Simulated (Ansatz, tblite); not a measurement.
Isomers of Ca$_{4}$O$_{3}$ (singlet), found by a short tight-binding search and relaxed with r2SCAN-D4/def2-SVP in Ansatz.

The xTB rows come from tblite. Correlated methods freeze 23 core orbitals; core or outer-core shells of Ca are correlated, in sets that lack core-valence functions.

Run but left out: HF/def2-SVP, HF/def2-TZVP (A: restricted singlet, unstable towards broken spin symmetry).

A: The restricted singlet is unstable towards broken spin symmetry in Hartree–Fock (as tested in another run); at LDA (SPW92)/def2-TZVP, PBE-D4/def2-SVP, PBE-D4/def2-TZVP, r2SCAN-D4/def2-TZVP and others this wasn't settled. At CCSD(T)/def2-SVP T1 of the charge 0 singlet is large (up to 0.022), so the single-reference result is doubtful. At CCSD(T)/def2-SVP, MP2/def2-TZVP the restricted singlet (for correlated methods, its reference) is unstable: a solution with broken spin symmetry lies lower. B: The restricted singlet is unstable towards broken spin symmetry in Hartree–Fock (as tested in another run); at LDA (SPW92)/def2-TZVP, PBE-D4/def2-SVP, PBE-D4/def2-TZVP, r2SCAN-D4/def2-TZVP and others this wasn't settled. At CCSD(T)/def2-SVP T1 of the charge 0 singlet is large (up to 0.035), so the single-reference result is doubtful. At CCSD(T)/def2-SVP, MP2/def2-TZVP the restricted singlet (for correlated methods, its reference) is unstable: a solution with broken spin symmetry lies lower. C: The restricted singlet is unstable towards broken spin symmetry in Hartree–Fock (as tested in another run); at LDA (SPW92)/def2-TZVP, PBE-D4/def2-SVP, PBE-D4/def2-TZVP, r2SCAN-D4/def2-TZVP and others this wasn't settled. At CCSD(T)/def2-SVP T1 of the charge 0 singlet is large (up to 0.024), so the single-reference result is doubtful. At CCSD(T)/def2-SVP, MP2/def2-TZVP the restricted singlet (for correlated methods, its reference) is unstable: a solution with broken spin symmetry lies lower. D: The restricted singlet is unstable towards broken spin symmetry in Hartree–Fock (as tested in another run); at LDA (SPW92)/def2-TZVP, PBE-D4/def2-SVP, PBE-D4/def2-TZVP, r2SCAN-D4/def2-TZVP and others this wasn't settled. At CCSD(T)/def2-SVP, MP2/def2-TZVP the restricted singlet (for correlated methods, its reference) is unstable: a solution with broken spin symmetry lies lower. It holds 1 O–O bond.

Other spin states weren't relaxed.

A:

Cartesian coordinates in Å:
```
Ca 1.6144 1.5421 1.9815
Ca -1.9866 -2.1295 -2.4400
Ca -0.1755 1.0743 -0.5047
Ca -0.0573 -1.9813 0.4440
O -0.9510 -0.9172 -1.1688
O 0.8154 2.6138 0.5194
O 0.7406 -0.2022 1.1685
```

B:

```xyz
7

Ca   -1.1093   -0.6272    0.4364
Ca    1.2081    0.6351   -0.4656
Ca   -2.1224    2.9127   -0.3600
Ca    1.4782   -2.3598    0.3539
O     0.3842   -1.3404   -1.0864
O    -0.7813    1.4017   -0.2338
O     0.9425   -0.6222    1.3554
```

C:

```xyz
7

Ca   -0.810   -0.358    1.940
Ca   -0.441    1.447   -0.589
Ca    2.118   -0.183    0.177
Ca   -0.652   -1.606   -1.243
O    -1.696   -0.223    0.003
O     0.674    0.995    1.218
O     0.809   -0.073   -1.506
```

D:

```tsv
atom	x (Å)	y (Å)	z (Å)
Ca1	-2.720	-1.677	-1.732
Ca2	2.518	1.569	1.357
Ca3	-0.978	-0.742	1.061
Ca4	0.678	0.565	-1.320
O5	-1.067	-0.621	-1.070
O6	0.363	1.083	0.905
O7	1.205	-0.177	0.799
```

Task: Estimate which lies lowest at each level, and how far above it the others are (kcal/mol).

Result: 
| level | A | B | C | D |
| --- | --- | --- | --- | --- |
| GFN1-xTB | 20.2 | 45.2 | 0.0 | 82.3 |
| GFN2-xTB | 43.9 | 39.6 | 0.0 | 77.7 |
| LDA (SPW92)/def2-TZVP | 32.4 | 41.4 | 0.0 | 118.4 |
| PBE-D4/def2-SVP | 29.0 | 42.2 | 0.0 | 113.7 |
| PBE-D4/def2-TZVP | 27.1 | 39.3 | 0.0 | 112.0 |
| r2SCAN-D4/def2-TZVP | 27.5 | 41.3 | 0.0 | 116.2 |
| B97M-V/def2-TZVP | 28.1 | 38.8 | 0.0 | 105.5 |
| PBE0-D4/def2-SVP | 27.3 | 44.9 | 0.0 | 109.1 |
| PBE0-D4/def2-TZVP | 25.8 | 42.4 | 0.0 | 107.3 |
| CAM-B3LYP-D4/def2-TZVP | 22.9 | 42.9 | 0.0 | 109.2 |
| MP2/def2-SVP | 25.2 | 46.9 | 0.0 | 99.4 |
| MP2/def2-TZVP | 23.9 | 43.0 | 0.0 | 102.9 |
| CCSD/def2-SVP | 24.8 | 46.2 | 0.0 | 86.9 |
| CCSD(T)/def2-SVP | 26.7 | 45.5 | 0.0 | 88.5 |
Point groups (tolerance 0.1 Å): A Cs, B Cs, C C3v, D Cs. Lower isomers may exist. From def2-SVP to def2-TZVP the PBE0 values move by up to 2.5 kcal/mol, so results in the small set are rough.
